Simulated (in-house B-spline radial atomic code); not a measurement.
Configurations of Tm⁶⁺, with energies counted from [Kr] 4d10 4f11 5s2 5p4. All numbers are computed (scalar-relativistic (X2C) PBE0, spin-polarised, spherical fractional occupations, exact exchange averaged over the configuration; Fermi nucleus of rms radius 5.2256 fm) with an all-electron radial atomic-structure program (B-spline basis), not measured. Shells without spins written out take the highest spin.

Occupations are held fixed; configurations that lie above the ionisation limit could autoionise.

```json
{"configuration": "[Kr] 4d10 4f10 5s2 5p5", "E - E(ref) (eV)": "-11.354", "highest orbital": "4f down", "its <r> (bohr)": "0.6757"}
{"configuration": "[Kr] 4d10 4f12 5s2 5p3", "E - E(ref) (eV)": "14.224", "highest orbital": "4f down", "its <r> (bohr)": "0.7064"}
{"configuration": "[Kr] 4d10 4f11 5s2 5p3 6s1", "E - E(ref) (eV)": "46.952", "highest orbital": "6s up", "its <r> (bohr)": "2.349"}
{"configuration": "[Kr] 4d10 4f11 5s2 5p3 6f1", "E - E(ref) (eV)": "82.595", "highest orbital": "6f up", "its <r> (bohr)": "4.422"}
{"configuration": "[Kr] 4d9 4f11 5s2 5p4 6s1", "E - E(ref) (eV)": "212.3", "highest orbital": "6s up", "its <r> (bohr)": "2.329"}
{"configuration": "[Kr] 4d9 4f11 5s2 5p4 5f1", "E - E(ref) (eV)": "232.77", "highest orbital": "5f up", "its <r> (bohr)": "2.445"}
```

Problem. Order these further configurations by energy, lowest first.
A. [Kr] 4d9 4f11 5s2 5p4 6p1
B. [Kr] 4d10 4f10 5s2 5p4 6s1
C. [Kr] 4d10 4f11 5s2 5p3 5d1
D. [Kr] 4d10 4f11 5s2 5p3 6d1
E. [Kr] 4d9 4f11 5s2 5p5

Solution. C (33.864 eV), B (38.07 eV), D (69.703 eV), E (162.55 eV), A (222.13 eV).

Problem. How far above the reference does [Kr] 4d10 4f10 5s2 5p4 6d1 lie?

Solution. 61.034 eV; its least bound orbital is 6d up with <r> = 3.227 bohr.

Problem. Is the reference the lowest configuration at this level of theory?

Solution. No: [Kr] 4d10 4f10 5s2 5p5 lies 11.35 eV lower with this functional.
